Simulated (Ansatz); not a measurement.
Total energies of (H2B-mu-NH2)2 (B₂N₂H₈) from Ansatz at PBE-D4/def2-TZVP, gas phase (1 Eh = 27.2114 eV = 2625.5 kJ/mol). The reference geometry is relaxed at PBE-D4/def2-SVP.

```json
{"state": "charge 0 singlet", "geometry": "reference", "energy (Eh)": "-163.93640"}
{"state": "charge 1 doublet", "geometry": "reference", "energy (Eh)": "-163.57774"}
{"state": "free B atom (doublet)", "geometry": "–", "energy (Eh)": "-24.61008"}
{"state": "free H atom (doublet)", "geometry": "–", "energy (Eh)": "-0.49962"}
{"state": "free N atom (quartet)", "geometry": "–", "energy (Eh)": "-54.53214"}
```

(1) Work out the vertical ionisation energy to the doublet.

(2) What is the binding energy per atom against free atoms?

(1) E(charge 1 doublet) − E(charge 0 singlet) = -163.57774 − (-163.93640) = 0.35866 Eh = 9.76 eV. For comparison, −ε of the highest occupied level is 6.66 eV at this level, 3.10 eV less.

(2) Atoms: 2 × (-24.61008) + 8 × (-0.49962) + 2 × (-54.53214) = -162.28140 Eh. Binding: -162.28140 − (-163.93640) = 1.65500 Eh = 45.03 eV, or 3.75 eV for each of 12 atoms (no zero-point energy, no counterpoise term).

At PBE-D4/def2-TZVP the gap within one spin of the charge 1 doublet nearly closes, so an electron or hole may be smeared out by delocalisation error.
